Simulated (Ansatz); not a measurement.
Relaxation of C2H6BCl (10 atoms, charge 0, multiplicity 1), to a largest force component of 0.02 eV/Å in at most 40 steps.

Theory: Ansatz 0.2.0, RKS r2SCANh-D4/STO-3G.

```xyz
10
Properties=species:S:1:pos:R:3
B 0.000 0.000 0.000
Cl 0.000 0.000 1.860
C 1.386 0.000 -0.800
H 1.715 -1.046 -0.970
H 1.249 0.508 -1.777
H 2.155 0.538 -0.208
C -1.386 0.000 -0.800
H -1.946 -0.930 -0.571
H -1.990 0.880 -0.495
H -1.184 0.051 -1.890
```

Where does it end, and by what steps?

It converged. The force dipped under the threshold on the way, but the program's further checks kept it going. Limits of this set-up: minimal basis. After 26 steps the energy has fallen by 0.178 eV; H10 moved furthest, 0.52 Å.

| step | energy less start (eV) | largest force component (eV/Å) | accepted |
| --- | --- | --- | --- |
| 0 | 0.0000 | 1.724 | yes |
| 1 | -0.1472 | 0.540 | yes |
| 2 | -0.1691 | 0.177 | yes |
| 3 | -0.1702 | 0.049 | yes |
| 4 | -0.1723 | 0.036 | yes |
| 5 | -0.1469 | 0.767 | no |
| 6 | -0.1737 | 0.021 | yes |
| 7 | -0.1734 | 0.207 | no |
| 8 | -0.1745 | 0.063 | yes |
| 9 | -0.1748 | 0.113 | yes |
| 10 | -0.1740 | 0.146 | no |
| 11 | -0.1759 | 0.014 | yes |
| 12 | -0.1762 | 0.032 | yes |
| 13 | -0.1764 | 0.066 | yes |
| 14 | -0.1766 | 0.049 | yes |
| 15 | -0.1769 | 0.022 | yes |
| 16 | -0.1771 | 0.033 | yes |
| 17 | -0.1772 | 0.039 | yes |
| 18 | -0.1772 | 0.096 | no |
| 19 | -0.1775 | 0.016 | yes |
| 20 | -0.1777 | 0.065 | yes |
| 21 | -0.1778 | 0.074 | yes |
| 22 | -0.1781 | 0.002 | yes |
| 23 | -0.1782 | 0.022 | yes |
| 24 | -0.1782 | 0.030 | yes |
| 25 | -0.1783 | 0.025 | yes |
| 26 | -0.1783 | 0.011 | yes |

```xyz
10
Properties=species:S:1:pos:R:3
B 0.003 -0.062 -0.033
Cl 0.009 -0.268 1.748
C 1.377 0.105 -0.769
H 1.691 -0.882 -1.142
H 1.285 0.755 -1.647
H 2.179 0.478 -0.124
C -1.377 -0.058 -0.776
H -2.163 -0.602 -0.242
H -1.715 0.986 -0.872
H -1.289 -0.453 -1.794
```

Whether the end is a true minimum wasn't checked by a vibrational analysis.

The run took 73 s on 1 thread of Arm Neoverse V1 (shared host), peak memory 0.14 GiB.
